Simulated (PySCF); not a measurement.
H5Si, SMILES [SiH5-], charge -1.

Coordinates come from a PBE0-D3(BJ)/def2-TZVPD optimisation.

Two levels are set side by side: PBE/def2-TZVPD (PySCF) and M06-2X/def2-TZVPD (PySCF). Same geometry, gas phase. Differences are taken from unrounded values.

```tsv
quantity	PBE
orbital gap (eV)	2.76
highest occupied level (eV)	1.14
lowest empty level (eV)	3.90
mean polarisability (bohr³)	60.1
```

### Question
These are the PBE values. What does M06-2X give? (Estimate from the structure and the level; the computed values follow.)

### Answer

```json
[
 {"quantity": "orbital gap (eV)", "M06-2X": "5.72", "PBE minus M06-2X": "-2.96"},
 {"quantity": "highest occupied level (eV)", "M06-2X": "-0.92", "PBE minus M06-2X": "2.06"},
 {"quantity": "lowest empty level (eV)", "M06-2X": "4.80", "PBE minus M06-2X": "-0.89"},
 {"quantity": "mean polarisability (bohr³)", "M06-2X": "56.5", "PBE minus M06-2X": "3.6"}
]
```

Without exact exchange PBE keeps part of each electron's self-repulsion, which lifts occupied levels and narrows the gap. PBE's more diffuse valence density responds more strongly to a field. Differences between two approximate levels are no errors against the true value.

Rough cost on one machine, each run with all the roots and properties that it gave: M06-2X against PBE about 4 times.
